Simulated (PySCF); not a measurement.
# From computed data to an observable: chemical shift, span and skew from a shielding tensor

C2H5FOSi2, SMILES FC1=CO[SiH2][SiH2]1. Atoms are numbered in the order given.

```xyz
11

F     -0.2528     2.5088     0.0000
C     -0.2017     1.1648     0.0000
C     -1.3554     0.4652     0.0000
O     -1.4146    -0.8825     0.0000
Si     0.0688    -1.7455     0.0000
Si     1.4005     0.1843     0.0000
H     -2.3321     0.9619     0.0000
H      0.1106    -2.6045     1.2167
H      0.1106    -2.6045    -1.2167
H      2.2374     0.4021     1.2171
H      2.2374     0.4021    -1.2171
```

The structure is a stationary point at PBE0-D3(BJ)/def2-SVP. This is a generated structure with no PubChem entry under its InChIKey; it may be hypothetical.

GIAO shieldings from HF/pcSseg-1 (PySCF), non-relativistic, no solvent. The symmetric part of the tensor of C3 has the principal values -104.0, 70.0, 113.3 ppm. The same nucleus in TMS has σ = 192.6 ppm at this level (PySCF, at its B3LYP-D3(BJ)/def2-TZVP geometry).

Work out the isotropic shielding, the ¹³C shift against TMS, the span and the skew.


σ(iso) = (σ11 + σ22 + σ33)/3 = 26.4 ppm. δ = σ(ref) − σ(iso) = 192.6 − (26.4) = 166.2 ppm.
Span Ω = σ33 − σ11 = 217.3 ppm. Skew κ = 3(σ(iso) − σ22)/Ω = -0.60. Tumbling in solution averages the tensor to δ; in a static solid the shielding alone would spread this spin-1/2 line over Ω.
